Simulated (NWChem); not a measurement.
C3H7O2, doublet; SMILES [C](O)(CO)C

```xyz
12

C     -1.2112    -1.1750     0.1376
C      0.0424    -0.5302    -0.3272
O      1.1657    -1.0645     0.2473
C      0.0884     0.9232    -0.6507
O     -0.1217     1.7627     0.4718
H     -1.4724    -0.8756     1.1720
H     -2.0567    -0.8920    -0.5061
H     -1.1094    -2.2708     0.1285
H      1.9415    -0.6525    -0.1516
H     -0.7044     1.1741    -1.3719
H      1.0557     1.1589    -1.1485
H      0.4759     1.4640     1.1665
```
Atoms are numbered in this order, from 1.

Computed with NWChem. Spin-unrestricted. Structure relaxed at the PBE0/def2-SVP, spin-unrestricted level. No frequency run checked for a minimum. No stability test was run on the SCF state.

Task: What does the run give for PBE0/pcseg-1? Quantities: highest occupied level (eV); lowest empty minus highest occupied level, either spin (eV); dipole (D); <S²>.

Result: 
| Quantity | Value |
|---|---|
| highest occupied level (eV) | -5.09 |
| lowest empty minus highest occupied level, either spin (eV) | 4.36 |
| dipole (D) | 1.46 |
| <S²> | 0.754 |
